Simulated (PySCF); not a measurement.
C3H2F3, SMILES [C](C(F)(F)F)=C, multiplicity 2.

Geometry optimised at PBE-D3(BJ)/def2-SVP. The isomer is the one that the SMILES or the coordinates give; other isomers of the formula were not compared.

The numbers are results of SMD-ωB97X/6-31G* in PySCF, not measurements.

Solvation free energies are E(SMD) − E(gas) at the gas-phase geometry, for 1 M in both phases. In vacuum the dipole moment is 2.18 D.

| solvent | ΔG(solv) (kcal/mol) | its non-electrostatic (CDS) part | dipole (D) |
|---|---|---|---|
| water | ___ | ___ | ___ |
| chloroform | -1.6 | 0.5 | 2.61 |
| N,N-dimethylformamide | -0.8 | 2.1 | 2.77 |

Some entries are withheld; supply them. (An estimate is asked for; the answer gives what the named calculation found.)


- water, ΔG(solv) (kcal/mol): 2.0
- water, its non-electrostatic (CDS) part: 4.9
- water, dipole (D): 2.78
